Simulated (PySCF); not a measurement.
All numbers come from PySCF, PBE0, basis Se def2-SVPD, Cl def2-SVPD (no relativity, density fitting). Open shells, if any, are unrestricted.

**Question.** What shape and geometry does isolated singlet SeCl₃⁻ take (every ligand bound to Se)?

**Answer.** Counting electrons, selenium keeps 4 of its valence electrons outside its bonds, so the VSEPR class is AX3E2 and the expected shape is T-shaped (C2v), as computed. The lowest minimum found is a singlet of C2v symmetry with Se–Cl 2.216 Å, Se–Cl 2.453 Å (×2); Cl–Se–Cl 94.3° (×2), Cl–Se–Cl 171.3°. Its harmonic wavenumbers are 83 (a1), 128 (b1), 137 (b2), 231 (b2), 243 (a1), 376 (a1) cm⁻¹ and its dipole moment is 0.43 D about the centre of mass.

This need not be the most stable arrangement of these atoms. The lowest empty level of this anion is unbound, so it and the gap depend on the basis.
